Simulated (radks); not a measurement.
Task: These are the eigenvalues of the occupied orbitals of an atom or ion with whole-number occupations (eV). All-electron calculation, Dirac Kohn-Sham, PBE, spin-unpolarised, spherical densities, finite nucleus; Fermi nuclear charge, rms radius of each element as measured or else 0.836 A^(1/3) + 0.57 fm. Program: a radial shooting solver on a logarithmic mesh with Libxc functionals.

orbital  eigenvalue
1s1/2     -67290.76
2s1/2     -11584.51
2p1/2     -11074.94
2p3/2     -9804.802
3s1/2     -2681.713
3p1/2     -2454.770
3p3/2     -2181.321
3d3/2     -1797.429
3d5/2     -1737.863
4s1/2     -575.7053
4p1/2     -482.0598
4p3/2     -419.1181
4d3/2     -265.0882
4d5/2     -253.5260
5s1/2     -108.8724
5p1/2      -81.3835
5p3/2      -72.2596
4f5/2      -62.1234
4f7/2      -60.1336
5d3/2      -36.0985
7p1/2      -12.8193

Which element is it, and in what charge state? The configuration may be excited. Open shells, if any, fill j = l - 1/2 first.

Result: Z = 73, tantalum, charge +3: Ta3+ in [Xe] 4f14 5d1 7p1. The list shows which subshells hold electrons but not how many an open one holds; the 1s level, -2472.9 hartree, gives Z - s = 70.3 by -(Z - s)^2/2, which with screening and relativity narrows Z to a few neighbours, and the depths of the outer levels then fix element, charge and occupations together.
